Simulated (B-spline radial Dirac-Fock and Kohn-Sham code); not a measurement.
**Dipole and non-dipole photoemission parameters of Au⁵⁺ 4s**

System: gold as Au⁵⁺, configuration [Xe] 4f14 5d6; threshold 822.4 eV (orbital energy of the model). Model: Dirac-Hartree-Slater photoionisation with a Latter tail; cross sections with all multipoles, angular parameters from the dipole term and its interference with E2. Program: a B-spline atomic structure program.

```tsv
hν (eV)	σ (kb)	β	γ
960	42.6	1.760	0.730
1000	41.1	1.771	0.729
1260	32.2	1.821	0.710
1360	29.4	1.833	0.694
2210	15.2	1.882	0.511
3550	7.22	1.908	0.247
3990	?	?	?
4000	5.93	1.913	0.176
4250	5.36	1.915	0.140
5460	3.47	1.923	0.001
6000	2.93	1.925	-0.045
7480	1.95	1.930	-0.129
12800	0.697	1.937	-0.130
```

Task: Give the values at 3990 eV.

Result: σ = 5.95 kb, β = 1.913, γ = 0.177. For an s subshell δ is negligible.

Values without a named source are computed, but for edge energies of neutral atoms, which are taken from tables.
